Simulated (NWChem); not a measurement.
System: AuCl; SMILES [Cl][Au]

The following NWChem deck was run.

```
start job
memory heap 200 mb stack 900 mb global 1100 mb
geometry units angstroms noautoz
  Au     0.000000     0.000000    -0.404103
  Cl     0.000000     0.000000     1.848869
end
basis spherical
  * library def2-svpd
end
ecp
  Au library def2-ecp
end
dft
  xc b3lyp
  iterations 150
  mulliken
end
task dft gradient
```

Parts of the log:

```
             Northwest Computational Chemistry Package (NWChem) 7.3.0
             --------------------------------------------------------

 ORDER OF PRIMARY AXIS IS BEING SET TO 4
 C4V symmetry detected

                             Geometry "geometry" -> ""
                             -------------------------

 Output coordinates in angstroms (scale by  1.889725989 to convert to a.u.)

  No.       Tag          Charge          X              Y              Z
 ---- ---------------- ---------- -------------- -------------- --------------
    1 Au                  79.0000     0.00000000     0.00000000    -0.39896379
    2 Cl                  17.0000     0.00000000     0.00000000     1.85400821

 Effective nuclear repulsion energy (a.u.)     315.4433545586

      Symmetry information
      --------------------

 Group name             C4v
 Group number             18
 Group order               8
 No. of unique centers     2

                                 NWChem DFT Module
                                 -----------------

 Summary of "ao basis" -> "ao basis" (spherical)
 ------------------------------------------------------------------------------
       Tag                 Description            Shells   Functions and Types
 ---------------- ------------------------------  ------  ---------------------
 Au                        def2-svpd                13       35   6s4p2d1f
 Cl                        def2-svpd                11       27   5s4p2d

      Symmetry analysis of basis
      --------------------------

        a1         24
        a2          0
        b1          5
        b2          5
        e          28

            General Information
            -------------------
          SCF calculation type: DFT
          Wavefunction type:  closed shell.
          No. of atoms     :     2
          No. of electrons :    36
           Alpha electrons :    18
            Beta electrons :    18
          Charge           :     0
          Spin multiplicity:     1
          Use of symmetry is: on ; symmetry adaption is: on
          Maximum number of iterations: 150
          AO basis - number of functions:    62
                     number of shells:    24
          Convergence on energy requested:  1.00D-06
          Convergence on density requested:  1.00D-05
          Convergence on gradient requested:  5.00D-04

              XC Information
              --------------
                         B3LYP Method XC Potential
                     Hartree-Fock (Exact) Exchange  0.200
                        Slater Exchange Functional  0.800 local
                    Becke 1988 Exchange Functional  0.720 non-local
              Lee-Yang-Parr Correlation Functional  0.810
                  VWN I RPA Correlation Functional  0.190 local

             Grid Information
             ----------------
          Grid used for XC integration:  medium
          Radial quadrature: Mura-Knowles
          Angular quadrature: Lebedev.
          Tag              B.-S. Rad. Rad. Pts. Rad. Cut. Ang. Pts.
          ---              ---------- --------- --------- ---------
          Au                  1.35      123          11.0       590
          Cl                  1.00       88          11.0       590
          Grid pruning is: on
          Number of quadrature shells:   211
          Spatial weights used:  Erf1

      Superposition of Atomic Density Guess
      -------------------------------------

 Sum of atomic energies:        -611.77396239

      Non-variational initial energy
      ------------------------------

 Total energy =    -593.982322
 1-e energy   =   -1023.127550
 2-e energy   =     353.279104
 HOMO         =      -0.409835
 LUMO         =      -0.184662

      Symmetry analysis of molecular orbitals - initial
      -------------------------------------------------

 !! scf_movecs_sym_adapt:   10 vectors were symmetry contaminated

  Symmetry fudging

 !! scf_movecs_sym_adapt:   10 vectors were symmetry contaminated

  Numbering of irreducible representations:

     1 a1          2 a2          3 b1          4 b2          5 e

  Orbital symmetries:

     1 a1          2 a1          3 a1          4 e           5 e
     6 a1          7 a1          8 e           9 e          10 a1
    11 a1         12 e          13 e          14 b1         15 b2
    16 a1         17 e          18 e          19 a1         20 e
    21 e          22 a1         23 a1         24 e          25 e
    26 a1         27 a1         28 e

     ---------------------------------------------
      Total Density - Mulliken Population Analysis
     ---------------------------------------------

    Atom       Charge   Shell Charges
 -----------   ------   -------------------------------------------------------
    1 Au  19    18.53   0.06 -0.46  1.78  0.63  0.48  0.17  5.58  0.43  0.00  0.03  8.82  1.01  0.00
    2 Cl  17    17.47   2.00  1.99  1.24  0.70  0.01  5.94  2.10  3.24  0.21  0.02  0.02

   convergence    iter        energy       DeltaE   RMS-Dens  Diis-err
 ---------------- ----- ----------------- --------- --------- ---------
 d= 0,ls=0.0,diis     1   -595.8314623891 -6.72D+02  1.31D-02  2.81D-01
 d= 0,ls=0.0,diis     2   -595.8364575512 -5.00D-03  7.47D-03  2.74D-01
 d= 0,ls=0.0,diis     3   -595.8644592381 -2.80D-02  1.63D-03  1.01D-02
 d= 0,ls=0.0,diis     4   -595.8653952088 -9.36D-04  8.04D-04  1.70D-03
 d= 0,ls=0.0,diis     5   -595.8656450890 -2.50D-04  2.43D-04  1.97D-04
  Resetting Diis
 d= 0,ls=0.0,diis     6   -595.8656745013 -2.94D-05  2.73D-05  2.57D-06
 d= 0,ls=0.0,diis     7   -595.8656747900 -2.89D-07  1.58D-05  5.09D-07
 d= 0,ls=0.0,diis     8   -595.8656748037 -1.36D-08  1.09D-05  3.99D-07
 d= 0,ls=0.0,diis     9   -595.8656748508 -4.71D-08  2.00D-06  1.63D-08

         Total DFT energy =     -595.865674850838
      One electron energy =    -1025.036564996503
           Coulomb energy =      394.441906708672
    Exchange-Corr. energy =      -41.137139811277
 Nuclear repulsion energy =       75.866123248271

 Numeric. integr. density =       35.999999852924

                  Occupations of the irreducible representations
                  ----------------------------------------------

                     irrep           alpha         beta
                     --------     --------     --------
                     a1                8.0          8.0
                     a2                0.0          0.0
                     b1                1.0          1.0
                     b2                1.0          1.0
                     e                 8.0          8.0

                       DFT Final Molecular Orbital Analysis
                       ------------------------------------

 Vector   16  Occ=2.000000D+00  E=-3.043368D-01  Symmetry=a1
              MO Center= -9.2D-16, -7.0D-15,  1.3D-01, r^2= 2.3D+00
   Bfn.  Coefficient  Atom+Function         Bfn.  Coefficient  Atom+Function
  ----- ------------  ---------------      ----- ------------  ---------------
    21      0.609126  1 Au d  0               5     -0.441636  1 Au s
     3      0.350311  1 Au s                 49      0.300269  2 Cl pz
     2     -0.223301  1 Au s                 46      0.219672  2 Cl pz
     6     -0.183604  1 Au s                 26      0.163984  1 Au d  0
    43      0.127776  2 Cl pz                 4      0.091604  1 Au s

 Vector   17  Occ=2.000000D+00  E=-2.891504D-01  Symmetry=e
              MO Center= -7.2D-16,  1.6D-14,  1.2D+00, r^2= 2.3D+00
   Bfn.  Coefficient  Atom+Function         Bfn.  Coefficient  Atom+Function
  ----- ------------  ---------------      ----- ------------  ---------------
    47      0.532403  2 Cl px                22      0.469104  1 Au d  1
    44      0.417898  2 Cl px                41      0.238497  2 Cl px
    27      0.118953  1 Au d  1              48     -0.101467  2 Cl py
    20      0.089403  1 Au d -1              50      0.087832  2 Cl px
    45     -0.079644  2 Cl py                16      0.058216  1 Au px

 Vector   18  Occ=2.000000D+00  E=-2.891504D-01  Symmetry=e
              MO Center=  1.4D-16,  5.2D-15,  1.2D+00, r^2= 2.3D+00
   Bfn.  Coefficient  Atom+Function         Bfn.  Coefficient  Atom+Function
  ----- ------------  ---------------      ----- ------------  ---------------
    48      0.532403  2 Cl py                20     -0.469104  1 Au d -1
    45      0.417898  2 Cl py                42      0.238497  2 Cl py
    25     -0.118953  1 Au d -1              47      0.101467  2 Cl px
    22      0.089403  1 Au d  1              51      0.087832  2 Cl py
    44      0.079644  2 Cl px                17      0.058216  1 Au py

 Vector   19  Occ=0.000000D+00  E=-1.560025D-01  Symmetry=a1
              MO Center= -2.9D-15,  1.4D-14, -5.9D-01, r^2= 3.9D+00
   Bfn.  Coefficient  Atom+Function         Bfn.  Coefficient  Atom+Function
  ----- ------------  ---------------      ----- ------------  ---------------
     5      0.558783  1 Au s                  6      0.470849  1 Au s
     3     -0.384034  1 Au s                 49      0.357360  2 Cl pz
    21      0.251043  1 Au d  0               2      0.246958  1 Au s
    46      0.241967  2 Cl pz                18     -0.177763  1 Au pz
    15     -0.175850  1 Au pz                 9      0.167268  1 Au pz

 Vector   20  Occ=0.000000D+00  E=-6.769302D-03  Symmetry=e
              MO Center= -2.5D-13,  1.1D-13, -5.2D-01, r^2= 5.8D+00
   Bfn.  Coefficient  Atom+Function         Bfn.  Coefficient  Atom+Function
  ----- ------------  ---------------      ----- ------------  ---------------
    13      0.927150  1 Au px                 7     -0.218259  1 Au px
    14      0.201301  1 Au py                47     -0.171854  2 Cl px
    16      0.162667  1 Au px                50     -0.147860  2 Cl px
    44     -0.106708  2 Cl px                22     -0.069666  1 Au d  1
    41     -0.058393  2 Cl px                 8     -0.047388  1 Au py

 Vector   21  Occ=0.000000D+00  E=-6.769302D-03  Symmetry=e
              MO Center=  9.7D-16, -3.9D-15, -5.2D-01, r^2= 5.8D+00
   Bfn.  Coefficient  Atom+Function         Bfn.  Coefficient  Atom+Function
  ----- ------------  ---------------      ----- ------------  ---------------
    14      0.927150  1 Au py                 8     -0.218259  1 Au py
    13     -0.201301  1 Au px                48     -0.171854  2 Cl py
    17      0.162667  1 Au py                51     -0.147860  2 Cl py
    45     -0.106708  2 Cl py                20      0.069666  1 Au d -1
    42     -0.058393  2 Cl py                 7      0.047388  1 Au px

     ---------------------------------------------
      Total Density - Mulliken Population Analysis
     ---------------------------------------------

    Atom       Charge   Shell Charges
 -----------   ------   -------------------------------------------------------
    1 Au  19    18.62   0.07 -0.48  1.86  0.56  0.56  0.16  5.62  0.39  0.00  0.08  8.47  1.32  0.00
    2 Cl  17    17.38   2.00  1.98  1.30  0.65  0.03  5.93  2.13  3.06  0.25  0.02  0.02

     -------------------------------------------
      Total Density - Lowdin Population Analysis
     -------------------------------------------

    Atom       Charge   Shell Charges
 -----------   ------   -------------------------------------------------------
    1 Au  19    18.73   0.00  0.02  1.01  0.89  0.43  0.23  4.87  1.04  0.13  0.22  8.10  1.78  0.01
    2 Cl  17    17.27   2.00  1.96  1.02  0.67  0.17  5.82  2.22  2.78  0.51  0.02  0.10

     Multipole analysis of the density
     ---------------------------------

     L   x y z        total         alpha         beta         nuclear
     -   - - -        -----         -----         ----         -------
     0   0 0 0     -0.000000    -18.000000    -18.000000     36.000000

     1   1 0 0      0.000000      0.000000      0.000000      0.000000
     1   0 1 0     -0.000000     -0.000000     -0.000000      0.000000
     1   0 0 1     -1.505950    -23.370943    -23.370943     45.235935

     2   2 0 0    -26.828714    -13.414357    -13.414357      0.000000
     2   1 1 0     -0.000000     -0.000000     -0.000000      0.000000
     2   1 0 1     -0.000000     -0.000000     -0.000000      0.000000
     2   0 2 0    -26.828714    -13.414357    -13.414357      0.000000
     2   0 1 1     -0.000000     -0.000000     -0.000000      0.000000
     2   0 0 2    -26.376481   -122.925546   -122.925546    219.474611

            General Information
            -------------------
          SCF calculation type: DFT
          Wavefunction type:  closed shell.
          No. of atoms     :     2
          No. of electrons :    36
           Alpha electrons :    18
            Beta electrons :    18
          Charge           :     0
          Spin multiplicity:     1
          Use of symmetry is: on ; symmetry adaption is: on
          Maximum number of iterations: 150
          AO basis - number of functions:    62
                     number of shells:    24
          Convergence on energy requested:  1.00D-06
          Convergence on density requested:  1.00D-05
          Convergence on gradient requested:  5.00D-04

              XC Information
              --------------
                         B3LYP Method XC Potential
                     Hartree-Fock (Exact) Exchange  0.200
                        Slater Exchange Functional  0.800 local
                    Becke 1988 Exchange Functional  0.720 non-local
              Lee-Yang-Parr Correlation Functional  0.810
                  VWN I RPA Correlation Functional  0.190 local

             Grid Information
             ----------------
          Grid used for XC integration:  medium
          Radial quadrature: Mura-Knowles
          Angular quadrature: Lebedev.
          Tag              B.-S. Rad. Rad. Pts. Rad. Cut. Ang. Pts.
          ---              ---------- --------- --------- ---------
          Au                  1.35      123          11.0       590
          Cl                  1.00       88          11.0       590
          Grid pruning is: on
          Number of quadrature shells:   211
          Spatial weights used:  Erf1

          Convergence Information
          -----------------------
          Convergence aids based upon iterative change in
          total energy or number of iterations.
          Levelshifting, if invoked, occurs when the
          HOMO/LUMO gap drops below (HL_TOL):  1.00D-02
          DIIS, if invoked, will attempt to extrapolate
          using up to (NFOCK): 10 stored Fock matrices.

                    Damping( 0%)  Levelshifting(0.5)       DIIS
                  --------------- ------------------- ---------------
          dE  on:    start            ASAP                start
          dE off:    2 iters        150 iters           150 iters

                            NWChem DFT Gradient Module
                            --------------------------

  charge          =   0.00
  wavefunction    = closed shell

  Using symmetry

                         DFT ENERGY GRADIENTS

    atom               coordinates                        gradient
                 x          y          z           x          y          z
   1 Au      0.000000   0.000000  -0.753932    0.000000   0.000000   0.009568
   2 Cl      0.000000   0.000000   3.503567    0.000000   0.000000  -0.009568
```

Level: B3LYP/def2-SVPD with def2 effective core potentials on Au. Coordinates come from a PBE0/def2-SVP optimisation. def2 effective core potentials on Au; no spin-orbit coupling.
